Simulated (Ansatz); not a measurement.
A nudged elastic band was laid between two geometries of C2H5BSi (9 atoms, charge 0, multiplicity 1).

Theory: UKS r2SCAN-D4/def2-SVP in Ansatz.

```json
{"movable images": "7", "climbing image": "yes", "spring": "20.0 eV/Å²", "optimiser": "quadratic models (default)", "start path": "through a guess of the saddle point", "force threshold": "0.03 eV/Å", "iteration limit": "60", "end points": "relaxed"}
```

Image 0:

```xyz
9
Properties=species:S:1:pos:R:3
B -0.127 1.960 -1.613
C 0.332 1.060 -0.682
C 0.734 0.166 0.217
Si -0.346 -1.257 0.831
H -0.511 2.742 -2.414
H 1.755 0.245 0.641
H 0.347 -2.554 0.553
H -1.671 -1.220 0.154
H -0.514 -1.141 2.313
```

Image 8:

```xyz
9
Properties=species:S:1:pos:R:3
B -0.363 1.283 -0.995
C 0.669 0.436 -0.651
C 1.093 -0.659 0.154
Si -0.786 -0.160 0.451
H -0.948 2.161 -1.543
H 1.762 -0.471 1.008
H 1.241 -1.644 -0.314
H -1.688 -1.270 0.047
H -0.981 0.323 1.843
```

(1) Which bonds break or form, and what moves?

(2) What energy profile does the band end with?

(3) What is the geometry of the highest image?

Answers

(1) Bonds broken: Si4–H7. Bonds formed: B1–Si4, C2–Si4, C3–H7.

(2) The run converged. The highest image is number 4 of 0 to 8, 40.2 kcal/mol above the first end and 65.1 kcal/mol above the last; the last end lies 25.0 kcal/mol below the first. Neighbouring images differ by up to 1.5 eV, so the band resolves the path poorly. Another band between the same ends (7 images) ends at a top of the same energy, where a vibrational analysis finds 1 clearly imaginary mode. The orbitals were unrestricted but ended closed-shell.

| image | path coordinate (Å) | energy (kcal/mol) | Si4–H7 (Å) | B1–Si4 (Å) | C2–Si4 (Å) |
| --- | --- | --- | --- | --- | --- |
| 0 | 0.00 | 0.0 | 1.50 | 4.05 | 2.85 |
| 1 | 0.69 | 0.1 | 1.50 | 4.04 | 2.84 |
| 2 | 1.38 | 1.3 | 1.49 | 4.04 | 2.84 |
| 3 | 2.07 | 16.2 | 1.49 | 4.08 | 2.86 |
| 4 | 2.76 | 40.2 | 1.65 | 4.15 | 2.92 |
| 5 | 4.10 | 31.4 | 2.36 | 3.93 | 2.79 |
| 6 | 5.43 | 28.6 | 2.56 | 3.25 | 2.05 |
| 7 | 6.76 | -7.0 | 2.63 | 2.84 | 1.89 |
| 8 | 8.09 | -25.0 | 2.63 | 2.09 | 1.92 |

(3) 
```xyz
9
Properties=species:S:1:pos:R:3
B 0.120 1.739 -1.806
C 0.337 0.912 -0.756
C 0.562 0.094 0.304
Si -0.687 -0.891 1.297
H -0.065 2.467 -2.722
H 1.561 0.003 0.773
H 0.295 -1.229 0.017
H -2.006 -1.180 0.675
H -0.117 -1.915 2.217
```

Run time: 11 min on 2 threads of Intel(R) Xeon(R) 6975P-C (Granite Rapids), with other jobs on the host, peak memory 0.26 GiB.
